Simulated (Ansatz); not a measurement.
Isolated molecules relaxed with PBE0-D4/def2-TZVP in Ansatz; ΔE leaves out vibrations. CCSD(T)/CBS adds triple-zeta CCSD(T) − MP2 to the extrapolated MP2 energy (def2 sets, frozen cores). This one scheme is used for every species. Functionals use def2-TZVPP. def2 core potentials past Kr. For In outer-core shells are correlated without core-valence functions, which leaves a few kJ/mol of doubt a bond. Each species was taken in one conformer, which may not be the lowest.

`[OH][InH][B](Cl)Cl` + `N[SiH3]` → `[OH][InH][NH][SiH3]` + `ClBCl`  (cleavage of the In–B bond)

| level | ΔE (kJ/mol) | difference from CCSD(T)/CBS |
| --- | --- | --- |
| r2SCAN-D4 | -31.9 | 7.4 |
| B97M-V | -34.7 | 4.6 |
| r2SCAN0-D4 | -33.0 | 6.3 |
| BHLYP-D4 | -38.2 | 1.1 |
| BLYP | -29.4 | 9.9 |
| HF/def2-SVP | -49.3 | -10.0 |
| CCSD/def2-SVP | -46.9 | -7.6 |
| CCSD(T)/def2-TZVPP | -39.4 | -0.1 |
| MP2/def2-QZVPP | -42.2 | -2.9 |
| HF/CBS(def2) | -49.6 | -10.3 |
| CCSD(T)/CBS | -39.3 | 0 |

Largest T1 diagnostic among the species: 0.016.

Leaving LDA and LC-ωPBE aside and taking each functional with its dispersion term where it has one, the values, not all of them listed here, spread over 15.8 kJ/mol, from BHLYP-D4 to PBE-D4. From PBE to PBE0 (25 % exact exchange), in def2-TZVPP and without D4, ΔE moves by −4.4 kJ/mol.
